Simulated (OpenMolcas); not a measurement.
A calculation on N2+.

```
Program             : OpenMolcas
Method              : XMS-CASPT2, IPEA 0.25 Eh, imaginary shift 0.1 Eh (closed shells correlated: 1s)
Basis               : ANO-RCC-VQZP [5s4p3d2f1g]
Scalar Hamiltonian  : DKH2, point nucleus
Active space        : 3 electrons in 4 orbitals (2s 2p)
State averaging     : 2S+1 = 4 odd, 1 root; 2S+1 = 2 odd, 11 roots; 2S+1 = 4 even, 3 roots; 2S+1 = 2 even, 9 roots
Spin-orbit coupling : state interaction with AMFI integrals over the reference wave functions, term energies averaged over their components
```

(1) Which level of the active space comes out lowest?

(2) How high does 2p3 4S* 3/2 lie?

(3) How high does 2s 2p2 4P 1/2 lie?

(4) How high does 2s 2p2 4P 5/2 lie?

Measured values: Moore, Selected Tables of Atomic Spectra, NSRDS-NBS 3, section 5.

Answers

(1) 2s2 2p 2P* 1/2, with 100 % of that term; it is also the measured ground level.

(2) 23.231 eV above the lowest level; measured 23.1599 eV above the ground level, so the calculation is off by 0 %.

(3) 7.113 eV above the lowest level.

(4) 7.132 eV above the lowest level; measured 7.1078 eV above the ground level, so the calculation is off by 0 %.

CASPT2 does not keep the components of a term degenerate, so their means are used; among the terms shown or strongly mixed into the levels shown the widest spread is 14 cm-1 (2s2 2p 2P*). Measured partners are found by configuration, term and J. A level has none where our copy of the source lacks it or the pairing is in doubt (some pairs that miss far off the trend of their configuration count as doubtful), and it then counts in no deviation. Only configurations of the active space appear.

* marks odd parity.
